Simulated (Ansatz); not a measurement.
Consider the atomization: `C[SiH2][Se]C#N` → 2 C• + 5 H• + N• + Se• + Si•.

Calculated with Ansatz (gas phase, PBE0-D4/def2-TZVP geometries, no zero-point term in ΔE). CCSD(T)/CBS adds triple-zeta CCSD(T) − MP2 to the extrapolated MP2 energy (def2 sets, frozen cores). This one scheme is used for every species, atoms too. Functionals use def2-TZVPP. B3LYP here is the variant with VWN-RPA as its local correlation; programs differ in this. No spin–orbit coupling; open shells (•) take unrestricted orbitals. Spin–orbit coupling would lower the free atoms: a little for C, Si; clearly for Se. For Se outer-core shells are correlated without core-valence functions, so the limit isn't a true one: a few kJ/mol of doubt a bond, and 10 to 20 or more in all where bonds break to atoms. Scalar relativity is left out up to krypton. One conformer a species, not always the lowest.

```csv
level,ΔE (eV),difference from CCSD(T)/CBS
PBE-D4,39.42,0.95
r2SCAN-D4,38.47,0.00
PBE0-D4,38.51,0.04
B3LYP-D4,38.48,0.01
ωB97X-V,38.61,0.14
ωB97M-V,38.50,0.03
B2PLYP,38.08,-0.39
PBE,39.16,0.69
r2SCAN,38.40,-0.07
PBE0,38.29,-0.18
B3LYP,38.06,-0.41
HF/def2-TZVPP,26.89,-11.58
MP2/def2-TZVPP,38.12,-0.35
SCS-MP2/def2-TZVPP,38.01,-0.46
CCSD/def2-TZVPP,36.60,-1.87
CCSD(T)/def2-TZVPP,37.35,-1.12
HF/def2-QZVPP,26.94,-11.53
MP2/def2-QZVPP,38.78,0.31
SCS-MP2/def2-QZVPP,38.76,0.29
HF/CBS(def2),26.95,-11.52
MP2/CBS(def2),39.24,0.77
CCSD/CBS(def2),37.71,-0.76
CCSD(T)/CBS,38.47,0
```

Largest T1 diagnostic among the species: 0.012.

The D4 term adds +0.43 eV with B3LYP and +0.22 eV with PBE0; it sums over pairs of atoms, weighted by their polarisabilities, and B3LYP, whose exchange is more repulsive, gets the larger term. In def2-TZVPP, CCSD(T) changes the Hartree–Fock value by +10.46 eV (the triples alone add +0.76 eV) and MP2 by +11.23 eV; breaking electron pairs costs correlation energy, which Hartree–Fock lacks. From PBE to PBE0 (25 % exact exchange), in def2-TZVPP and without D4, ΔE moves by −0.87 eV: exact exchange takes away binding that semilocal exchange gives to molecules.

For atomizations the MP2-based limit and the directly extrapolated one differ by several kJ/mol either way, and by 10 to 25 for some Ge, Se and Sn compounds, so smaller differences from it don't rank the levels.
